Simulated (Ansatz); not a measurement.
Coupled-cluster diagnostics for ZnB7⁻, Ansatz.

Geometry of the singlet (PBE0-D4/def2-SVPD):

```csv
atom,x (Å),y (Å),z (Å)
Zn1,2.489,-0.093,-3.017
B2,1.397,0.127,-1.264
B3,-1.347,-0.505,0.313
B4,0.026,-0.231,-0.573
B5,-2.520,-0.624,1.341
B6,0.024,0.493,1.144
B7,1.279,0.670,0.158
B8,-1.348,0.164,1.898
```

Correlated methods freeze 16 core orbitals. The geometry of the singlet was relaxed on an unsound state (restricted singlet, unstable towards broken spin symmetry at other levels and untested here). Another isomer (singlet) lies 0.48 eV lower at PBE0-D4/def2-TZVPD; other spin states weren't run for this one.

Estimate the CCSD(T) correlation energy, the shares of MP2 and (T), T1 and the reference's ⟨S²⟩ for: charge -1, singlet, own geometry in def2-SVPD; and the rough time on 4 threads of Intel Xeon Platinum 8259CL on a shared host.


```csv
state,basis,correlation (eV),MP2 share (%),(T) share (%),T1,⟨S²⟩ (pure),wall time,remarks
"charge -1, singlet, own geometry",def2-SVPD,-27.600,94.5,7.6,0.030,0.00 (0.00),72 s,"large T1 (0.030), restricted SCF unstable"
```
Customary marks for T1 are 0.02 (closed shells), 0.045 (open shells) and about 0.05 (3d metals). T1 exceeds 0.02 in 1 of 1 rows and 0.045 in 0; the higher it lies, the less the single-reference result can be trusted.
